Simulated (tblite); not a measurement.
Species: C2H6F2N2Si2.
Atom-mapped SMILES: `[N:1]#[C:2][C:3]([F:4])([F:5])[SiH2:6][SiH2:7][NH2:8]` (hydrogens: H9, H10 on Si6; H11, H12 on Si7; H13, H14 on N8)

Computed with GFN2-xTB (tblite), gas phase: L-BFGS steps from a force-field or distance-geometry start until the largest atomic force falls under 0.01 eV/Å.

The end geometry, which sets the zero of energy:
```
atom  x, y, z in Å
N1     -2.2878    2.2895    0.9247
C2     -2.2477    1.1936    0.5985
C3     -2.0549   -0.1507    0.1182
F4     -2.0197   -1.0370    1.1684
F5     -3.1059   -0.5448   -0.6620
Si6    -0.3818   -0.3241   -0.9012
Si7     1.3460   -0.1930    0.6316
N8      2.7510   -0.1603   -0.3647
H9     -0.6422   -1.5877   -1.5973
H10    -0.5496    0.7358   -1.9065
H11     1.5228   -1.3938    1.4511
H12     1.1771    0.9535    1.5461
H13     3.6515   -0.3168    0.0587
H14     2.8405    0.5353   -1.0878
```

Task: These geometries come from the run, each turned onto the end geometry. Order them by energy, lowest first.
A.
```
atom  x, y, z in Å
N1     -2.1323    2.1520    1.2159
C2     -2.1433    1.1099    0.7417
C3     -2.0391   -0.1735    0.0956
F4     -1.9850   -1.1702    1.0428
F5     -3.1546   -0.4338   -0.6500
Si6    -0.4057   -0.3406   -0.9998
Si7     1.3006   -0.0751    0.5439
N8      2.7976   -0.1878   -0.2981
H9     -0.6884   -1.6281   -1.6425
H10    -0.6533    0.6639   -2.0422
H11     1.3432   -1.1736    1.5050
H12     1.1105    1.1832    1.2817
H13     3.6401   -0.3982    0.2116
H14     3.0091    0.4714   -1.0279
```
B.
```
atom  x, y, z in Å
N1     -2.1811    2.1754    1.2620
C2     -2.1355    1.1229    0.7548
C3     -2.0756   -0.1449    0.1501
F4     -2.0073   -1.1530    1.0935
F5     -3.1686   -0.4125   -0.6041
Si6    -0.4563   -0.3860   -1.0335
Si7     1.2443   -0.1556    0.4499
N8      2.8009   -0.2513   -0.3693
H9     -0.5357   -1.6855   -1.6519
H10    -0.5175    0.6613   -2.0246
H11     1.2788   -1.1955    1.4606
H12     1.2638    1.1684    1.0810
H13     3.5216   -0.3106    0.3278
H14     2.9674    0.5664   -0.9184
```
C.
```
atom  x, y, z in Å
N1     -2.1801    2.1830    1.1143
C2     -2.1967    1.1199    0.6911
C3     -2.0591   -0.1828    0.0929
F4     -2.0693   -1.1607    1.0579
F5     -3.1145   -0.4608   -0.7299
Si6    -0.3814   -0.3180   -0.9227
Si7     1.3249   -0.1006    0.6233
N8      2.7443   -0.2121   -0.3471
H9     -0.6155   -1.5868   -1.6194
H10    -0.5774    0.7379   -1.9274
H11     1.4351   -1.2193    1.5625
H12     1.1949    1.1387    1.4158
H13     3.6354   -0.3398    0.1048
H14     2.8586    0.4010   -1.1385
```
D.
```
atom  x, y, z in Å
N1     -2.1229    2.1575    1.1751
C2     -2.1471    1.1059    0.7265
C3     -2.0368   -0.1826    0.0944
F4     -2.0110   -1.1760    1.0434
F5     -3.1323   -0.4443   -0.6779
Si6    -0.4013   -0.3181   -0.9779
Si7     1.2955   -0.0740    0.5704
N8      2.7605   -0.2014   -0.3271
H9     -0.6452   -1.6125   -1.6159
H10    -0.6454    0.7008   -2.0061
H11     1.3919   -1.1844    1.5206
H12     1.1171    1.1768    1.3349
H13     3.6049   -0.3941    0.1869
H14     2.9715    0.4459   -1.0697
```
E.
```
atom  x, y, z in Å
N1     -2.1476    2.1430    1.2333
C2     -2.1386    1.1138    0.7341
C3     -2.0412   -0.1706    0.0938
F4     -1.9863   -1.1609    1.0475
F5     -3.1744   -0.4211   -0.6241
Si6    -0.4218   -0.3539   -1.0115
Si7     1.2994   -0.0901    0.5459
N8      2.8030   -0.1955   -0.3052
H9     -0.6720   -1.6479   -1.6569
H10    -0.6369    0.6654   -2.0469
H11     1.3197   -1.2078    1.5092
H12     1.1350    1.2115    1.2451
H13     3.6424   -0.3805    0.2233
H14     3.0185    0.4942   -1.0098
```

Result: C (0.004 eV), D (0.013 eV), A (0.023 eV), E (0.040 eV), B (0.346 eV).

In the order of the answer:

```csv
step,E above end (eV),largest force (eV/Å),rms force component (eV/Å),rms distance from end (Å),rms bond change (Å),bond most changed (Å)
50,0.004,0.02,0.009,0.136,0.000,C3–Si6 -0.001
28,0.013,0.09,0.030,0.180,0.002,C3–Si6 -0.007
16,0.023,0.14,0.047,0.203,0.003,C3–Si6 +0.007
11,0.040,0.24,0.080,0.210,0.008,Si6–Si7 +0.023
2,0.346,3.92,0.857,0.247,0.028,C3–Si6 +0.053
```

What follows is the cost of the whole relaxation. Time: 0.62 s. Hardware: one thread of an Arm Neoverse V2, no GPU (shared host).
